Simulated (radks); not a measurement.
Problem. These are the eigenvalues of the occupied orbitals of an atom or ion with whole-number occupations (eV). All-electron calculation, scalar-relativistic Kohn-Sham, PBEsol, spin-polarised, spherical densities, point nucleus. Program: a radial shooting solver on a logarithmic mesh with Libxc functionals.

orbital  eigenvalue
1s up     -22895.95
2s up     -5603.912

Which element is it, and in what charge state? The configuration may be excited. Open shells, if any, are filled with parallel spins first.

Solution. Z = 41, niobium, charge +39: Nb39+ in 1s1 2s1. The 1s level, -841.41 hartree, gives Z - s = 41.0 by -(Z - s)^2/2, which with screening and relativity narrows Z to a few neighbours, and with so few levels the electron count can be read from the list.
